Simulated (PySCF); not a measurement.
HBiF2 (SMILES [F][BiH][F]), singlet, at a GFN2-xTB geometry (such geometries of metal compounds can be far from the true shape) (core potentials on Bi). Base run: M062X/def2-SVP (PySCF).

PySCF was given this input:
```python
from pyscf import gto, scf, dft, solvent

mol = gto.M(
    atom='''
Bi   -0.090254   -0.083697    0.215462
H    -1.215132   -1.008630   -0.769741
F    -0.490202    1.587097   -0.913878
F     1.457564   -0.703154   -0.987638
''',
    basis='def2-svp',
    ecp={'Bi': 'def2-svp'},
    charge=0,
    spin=0,
    verbose=4,
)

mf = dft.RKS(mol)
mf.xc = 'm062x'
mf.kernel()
mf.analyze()
```

Each row names what was changed in the base input (with any setting that the change needs).

```tsv
change	ΔE vs base (kJ/mol)	dipole (D)	HOMO-LUMO gap (eV)
base	0.00	5.26	9.00
model = IEF-PCM; solvent = dimethylsulfoxide; vdw_scale = 1.0	-108.0	7.18	9.23
model = IEF-PCM; solvent = water	-55.6	6.48	9.16
model = IEF-PCM; solvent = dimethylsulfoxide; lebedev_order = 11	-54.6	6.45	9.14
model = C-PCM; solvent = dimethylsulfoxide	-55.3	6.48	9.16
model = IEF-PCM; solvent = dimethylsulfoxide; r_probe = 0.5	-27.7	5.96	9.10
model = IEF-PCM; solvent = dimethylsulfoxide	-54.8	6.47	9.16
model = COSMO; solvent = dimethylsulfoxide	-54.6	6.46	9.16
model = ddCOSMO; solvent = dimethylsulfoxide	-56.5	6.50	9.19
model = SS(V)PE; solvent = dimethylsulfoxide	-54.7	6.46	9.16
model = IEF-PCM; solvent = toluene	-25.94	5.83	9.07
model = IEF-PCM; solvent = dimethylsulfoxide; vdw_scale = 1.1	-75.0	6.77	9.19
```

The base is the gas phase, so ΔE is the electrostatic part of solvation at a fixed geometry, without cavity and dispersion terms.
